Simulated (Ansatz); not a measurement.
Born–Oppenheimer molecular dynamics of CH5N + FH3Si (12 atoms, charge 0, multiplicity 1). It starts from a relaxed structure.

Computed with RKS PBE0-D4/6-31G* in Ansatz.

```json
{"ensemble": "NVT, Nosé–Hoover chain", "time step": "0.25 fs", "steps asked": "107", "set temperature": "1000 K", "thermostat": "time constant 300 fs, chain length 5", "seed": "672003"}
```

First frame:

```xyz
12
Properties=species:S:1:pos:R:3
C 0.690 -0.210 -1.656
N -0.691 0.220 -1.508
H 1.339 -0.078 -0.771
H 1.151 0.337 -2.486
H 0.709 -1.272 -1.922
H -0.734 1.200 -1.245
H -1.163 -0.300 -0.775
Si -0.229 0.034 2.082
F -1.609 -0.534 1.461
H 0.887 -0.855 1.669
H -0.349 0.042 3.563
H -0.001 1.417 1.589
```

Q: What does the run give?

A: All steps were run.

| Property | Result |
| --- | --- |
| steps done | 107 |
| time covered | 26.75 fs |
| mean temperature over the second half | 534 K |
| spread of the potential energy over the second half | 5.7 meV per atom |
| mean potential energy of the second half above the start | 50.4 meV per atom |

The conserved energy stayed within 0.11 meV per atom of its start (net change 0.037 meV per atom), so the integration is sound. The mean temperature of the second half is 47 % below the set value. A run of 0.027 ps of so small a system gives no equilibrium averages.

Q: What happens to the structure?

A: The same pairs are bonded in the first frame and the last. Pairs count as bonded within 1.25 times the sum of covalent radii (0.12 Å more for H–H). Another seed would give other details.

Q: How do temperature and energy run in time?

A: 
```
time (fs)  T (K)  potential energy less start (eV)  conserved less start (meV/atom)
      0.0   1000                             0.000                             0.00
      0.8    959                             0.053                             0.02
      1.5    862                             0.179                             0.07
      2.2    762                             0.309                             0.09
      3.0    694                             0.396                             0.09
      3.8    660                             0.441                             0.07
      4.5    634                             0.474                             0.05
      5.2    595                             0.525                             0.05
      6.0    537                             0.599                             0.07
      6.8    488                             0.663                             0.10
      7.5    486                             0.666                             0.10
      8.2    528                             0.611                             0.06
      9.0    567                             0.560                             0.03
      9.8    568                             0.559                             0.05
     10.5    549                             0.584                             0.08
     11.2    550                             0.583                             0.10
     12.0    589                             0.533                             0.08
     12.8    639                             0.468                             0.05
     13.5    665                             0.434                             0.03
     14.2    644                             0.461                             0.03
     15.0    584                             0.539                             0.06
     15.8    520                             0.622                             0.09
     16.5    491                             0.659                             0.09
     17.2    496                             0.653                             0.06
     18.0    498                             0.650                             0.04
     18.8    479                             0.675                             0.07
     19.5    462                             0.698                             0.09
     20.2    481                             0.674                             0.09
     21.0    530                             0.609                             0.06
     21.8    574                             0.552                             0.04
     22.5    583                             0.541                             0.04
     23.2    553                             0.580                             0.06
     24.0    510                             0.637                             0.09
     24.8    491                             0.660                             0.10
     25.5    517                             0.627                             0.08
     26.2    561                             0.570                             0.05
```

The run took 15 min on 1 CPU thread of a shared host.
